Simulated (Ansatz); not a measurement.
Ansatz (a first-principles code) input (BLYP/6-31G*):

Ansatz 0.2 input:
```yaml
crystal:
  periodic: [false, false, false]
  atoms:
    - {symbol: O, position_ang: [1.39901660, -0.49795935, 0.03366731]}
    - {symbol: B, position_ang: [0.19588406, -0.06972205, 0.00471395]}
    - {symbol: O, position_ang: [-0.98129508, -0.92517319, -0.15754506]}
    - {symbol: O, position_ang: [-0.18219759, 1.33930127, 0.12954563]}
    - {symbol: H, position_ang: [-1.78320164, -0.46787925, 0.10955747]}
    - {symbol: H, position_ang: [-1.08041008, 1.48713965, -0.17847023]}
basis:
  gaussian:
    orbitals: 6-31G*
hamiltonian:
  xc: {name: BLYP}
total_charge: -1
output: {forces: true}
```

What final total energy does it give?

-251.79750 Eh.
